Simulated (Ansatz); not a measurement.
SbTe4. The state is a doublet with charge 0. Geometry PBE-D4/def2-SVP, basis def2-TZVP, Ansatz.

```
atom   x (Å)   y (Å)   z (Å)
 Sb1  -0.452  -0.998   0.927
 Te2  -1.363   0.382   2.931
 Te3  -1.528   0.185  -1.634
 Te4   2.238   0.114   0.127
 Te5   1.105   0.318  -2.350
```

```csv
run,HOMO (eV),LUMO (eV)
A,-5.91,-4.33
B,-5.73,-4.43
C,-5.11,-4.68
D,-5.36,-4.75
E,-6.49,-3.81
```

In the def2 sets Sb, Te take a core potential; there is no spin–orbit coupling. B3LYP takes the VWN-RPA correlation. Another isomer (doublet) lies 0.62 eV lower at PBE0-D4/def2-TZVP; other spin states weren't run for this one.

HOMO and LUMO are taken over both spins.

The runs used B3LYP, BHLYP, PBE, PBE0, r2SCAN. Estimate which is which.

A PBE0 (25 % exact exchange); B B3LYP (20 % exact exchange); C PBE (0 % exact exchange); D r2SCAN (0 % exact exchange); E BHLYP (50 % exact exchange). Exact exchange lowers occupied and raises empty levels; among semilocal functionals meta-GGAs tend to open the gap a little, and such runs are hard to tell apart. The gap grows from 0.43 eV (PBE) to 2.68 eV (BHLYP).
